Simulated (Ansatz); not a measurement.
Cost and result up the ladder for the cluster Sn4H2 (6 atoms). Total charge 0; singlet. Geometry: PBE0-D4/def2-SVP.

```xyz
6

Sn   -1.5334   -1.6068    1.2287
Sn    0.3104   -0.9415   -0.8486
Sn   -0.4883    1.1141    1.2029
Sn    1.2828    1.7974   -0.9984
H     2.2628    0.5734   -0.0502
H    -1.8342   -0.9366   -0.5344
```

Ansatz on 4 threads of Arm Neoverse V1 on a shared host. Times are rough, and most runs start from the orbitals of an earlier one. PBE0-D4/def2-TZVP serves as the yardstick here, not as an exact answer. Differences are given only for rows in sets of like size (and for xTB, whose basis is part of the method), since another set adds its own error. Binding counts from free atoms at the same level (Sn triplet, H doublet; other spins of the atoms weren't run), without zero-point energy or a counterpoise term.

In the def2 sets Sn takes a core potential; there is no spin–orbit coupling. HSE06 is defined as in plane-wave codes, on full-range PBE exchange. Correlated methods freeze 16 core orbitals; core or outer-core shells of Sn are correlated, in sets that lack core-valence functions. The rows differ in basis, and correlated rows in double-zeta sets carry the largest basis error. The structure comes from a short search, and lower isomers may exist.

Correlated methods converge slowly with the basis, most of all in double-zeta sets.

```csv
level,functions,binding energy per atom (eV),difference from PBE0-D4/def2-TZVP (eV)
PBE-D4/def2-TZVP (with forces),212,2.28,0.10
MP2/def2-TZVP,212,2.12,-0.06
PBE0-D4/def2-TZVP,212,2.18,0.00
CCSD(T)/def2-SVP,114,1.90,–
r2SCAN-D4/def2-TZVP,212,2.20,0.02
PBE-D4/def2-SVP,114,2.26,–
PBE0-D4/def2-SVP,114,2.15,–
HSE06-D4/def2-TZVP,212,2.18,0.00
LDA (SPW92)/def2-TZVP,212,2.69,0.50
```

(1) Estimate how long each takes.

Answers

(1) PBE-D4/def2-SVP 1.3 s; LDA (SPW92)/def2-TZVP 1.5 s; PBE0-D4/def2-SVP 2.4 s; PBE-D4/def2-TZVP (with forces) 3.1 s; HSE06-D4/def2-TZVP 5 s; MP2/def2-TZVP 5.5 s; PBE0-D4/def2-TZVP 6 s; r2SCAN-D4/def2-TZVP 6 s; CCSD(T)/def2-SVP 21 s. On shared hardware such times vary by a factor of up to 3.
